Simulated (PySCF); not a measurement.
A calculated (UHF, PySCF 2.14, x2c-QZVPPall, scalar relativity by spin-free X2C-1e) atom or ion has these occupied shells.

```csv
shell,electrons,orbital energy (eV),"rms radius, mean of both spins (bohr)"
1s α,1,-4540.4,0.0844
1s β,1,-4540.3,0.0844
2s α,1,-525.16,0.370
2s β,1,-524.70,0.370
2p α,3,-427.85,0.340
2p β,3,-427.43,0.340
3s α,1,-72.223,1.15
3s β,1,-70.391,1.15
3p α,3,-44.786,1.27
3p β,3,-42.702,1.27
3d α,1,-10.471,1.90
4s α,1,-7.816,4.04
4p α,1,-4.620,5.03
```

Name the element and its charge.

Sc (scandium, neutral), in [Ar] 3d1 4s1 4p1, one real determinant (an excited configuration).
